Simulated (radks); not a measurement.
Li I, configuration [He] 2s1 (the NIST ground configuration). Method: non-relativistic Kohn-Sham, LDA (Slater exchange, VWN5 correlation), spin-unpolarised, spherical densities, point nucleus; without spin polarisation the odd electron is poorly described; hard spherical wall at 5 bohr; computed with a radial shooting solver on a logarithmic mesh with Libxc functionals.

Unscreened Slater integrals over Kohn-Sham orbitals (hartree). Empty in this configuration: 2p.

integral,value
"F0(2s,2s)",0.33931
"F0(2s,1s)",0.45528
"G0(2s,1s)",0.040471
"F0(2s,2p)",0.34246
"G1(2s,2p)",0.22851
"F0(1s,1s)",1.6045
"F0(1s,2p)",0.44821
"G1(1s,2p)",0.043488
"F0(2p,2p)",0.34791
"F2(2p,2p)",0.18481
